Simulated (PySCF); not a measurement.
Numbering as in the mapped SMILES `[CH3:1][C:2]([CH3:3])([CH3:4])[C:5]([NH2:6])=[O:7]`. Each H is labelled by its parent atom. Ha(N6) is cis to the C=O or C=S heteroatom; Hb(N6) is trans to the C=O or C=S heteroatom.

Theory: PBE0-D3(BJ)/def2-SVP structure, GIAO CAM-B3LYP/pcSseg-1 shieldings, in PySCF 2.14.0 with density-fitted response routines (one averaged value for each set of equivalent atoms, single conformer, no solvent, non-relativistic Hamiltonian).

References, each an isolated molecule treated in the same way: $^{13}$C, $^{1}$H vs TMS; NH3 for $^{15}$N; $^{17}$O vs H2O.

| atoms | nucleus | count | δ (ppm) |
| --- | --- | --- | --- |
| C1/C3/C4 | $^{13}$C | 3 | ? |
| N6 | $^{15}$N | 1 | 110.8 |
| Ha(N6) | $^{1}$H | 1 | 4.30 |
| Hb(N6) | $^{1}$H | 1 | 4.59 |
| C5 | $^{13}$C | 1 | 183.2 |
| C2 | $^{13}$C | 1 | 38.6 |
| O7 | $^{17}$O | 1 | 432.8 |
| H(C1)/H(C3)/H(C4) | $^{1}$H | 9 | ? |

**Question.** Fill in the missing shifts.

**Answer.** 
- C1/C3/C4: 29.9 ppm, methyl carbon; saturated and bonded to C and H only
- H(C1)/H(C3)/H(C4): 1.06 ppm, hydrogen on a methyl carbon

OH/NH shifts are gas-phase values; hydrogen bonding in solution moves them, usually downfield. The two substituents on the amide-type nitrogen aren't averaged: C–N rotation is slow on the NMR time scale. Shifts are as computed, not scaled to solution data. Of 1211 compounds with measured shifts, 218 miss one by over three times the rms of a fit or turn the order of signals round; such compounds aren't used in these exercises. Hydrogen bonding in solution shields acid and N–H amide carbonyl oxygens by tens of ppm. Hydrogen bonding in solution deshields acid and N–H amide carbonyl carbons by as much as 10 ppm beyond these values. Unscaled 17O shifts of doubly bonded oxygen tend to come out too high, by tens of ppm or more. Experimental scales use liquid or dissolved standards, which lie at an offset from isolated NH3 (liquid NH3: subtract about 20 ppm) and H2O (liquid H2O: subtract about 36 ppm).
